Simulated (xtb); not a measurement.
C2H8N (SMILES C[NH2+]C), charge +1, singlet, at a GFN2-xTB geometry, atoms displaced at random by about 0.02 Å a coordinate. Base run: xtb with GFN1-xTB.

Here is a job for xtb.
```
$ xtb mol.xyz --gfn 1 --chrg 1 --opt --json

# file mol.xyz
11

C      1.14143119     0.53154987    -0.20691567
N      0.12341003    -0.53738562    -0.03493213
C     -1.24076373    -0.01886589     0.17206590
H      2.07744807     0.04266176    -0.28072724
H      0.89576587     1.12863962    -1.03527264
H      1.11033843     1.17366931     0.71995979
H      0.35588361    -1.10859534     0.80114061
H      0.16631465    -1.15964661    -0.84489651
H     -1.99856716    -0.83145110     0.28926360
H     -1.30659198     0.63416115     1.05456489
H     -1.50423269     0.62999379    -0.70572317
```

The base run was repeated with changes; each row names its change, and settings that it needs were set with it.

```json
[
 {"change": "base", "ΔE vs base (mEh)": "0.000", "optimiser steps": "5"},
 {"change": "opt level = tight", "ΔE vs base (mEh)": "-0.001", "optimiser steps": "7"},
 {"change": "opt level = vtight", "ΔE vs base (mEh)": "-0.002", "optimiser steps": "9"},
 {"change": "alpb = acetone", "ΔE vs base (mEh)": "-92.660", "optimiser steps": "5"},
 {"change": "opt level = sloppy", "ΔE vs base (mEh)": "0.004", "optimiser steps": "4"},
 {"change": "opt level = loose", "ΔE vs base (mEh)": "0.004", "optimiser steps": "4"},
 {"change": "alpb = water", "ΔE vs base (mEh)": "-91.973", "optimiser steps": "6"},
 {"change": "opt level = extreme", "ΔE vs base (mEh)": "-0.002", "optimiser steps": "9"},
 {"change": "opt level = crude", "ΔE vs base (mEh)": "0.030", "optimiser steps": "3"},
 {"change": "engine = inertial", "ΔE vs base (mEh)": "0.011", "optimiser steps": "-"}
]
```
